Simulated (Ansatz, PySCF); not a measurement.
This PySCF input computes a B3LYP/def2-TZVPD energy:

```python
from pyscf import gto, scf, dft

mol = gto.M(
    atom='''
    F    -1.06983530   -0.20220814    0.03222829
    C    -0.02402531    0.42395307   -0.00257683
    F     1.08585217   -0.08042724   -0.03051041
    ''',
    basis='def2-tzvpd',
    charge=1,
    spin=1,
    verbose=4,
)

mf = dft.UKS(mol, xc='b3lyp').density_fit(auxbasis='def2-universal-jkfit')
mf.grids.level = 3
mf.conv_tol = 1e-9
mf.max_cycle = 100
mf.max_memory = 1500
mf.kernel()
if not mf.converged:
    mf = mf.newton()
    mf.kernel(mf.make_rdm1())
for _ in range(2):
    mo, _, stable, _ = mf.stability(return_status=True)
    if stable:
        break
    mf.kernel(mf.make_rdm1(mo, mf.mo_occ))
mf.analyze()
```

Q: Write an input for the same energy in Ansatz (an electronic-structure program) and say what it gives.

A: 
Ansatz 0.2 input:
```yaml
crystal:
  periodic: [false, false, false]
  atoms:
    - {symbol: F, position_ang: [-1.06983530, -0.20220814, 0.03222829]}
    - {symbol: C, position_ang: [-0.02402531, 0.42395307, -0.00257683]}
    - {symbol: F, position_ang: [1.08585217, -0.08042724, -0.03051041]}
basis:
  gaussian:
    orbitals: def2-TZVPD
hamiltonian:
  xc: {name: B3LYP}
total_charge: 1
magnetization: {spin_polarized: true, initial_magnetization: 1}
output: {forces: true}
```
It gives -237.39260 Eh, and PySCF -237.39262 Eh, a difference of 0.02 mEh, from the treatment of integrals and grids.
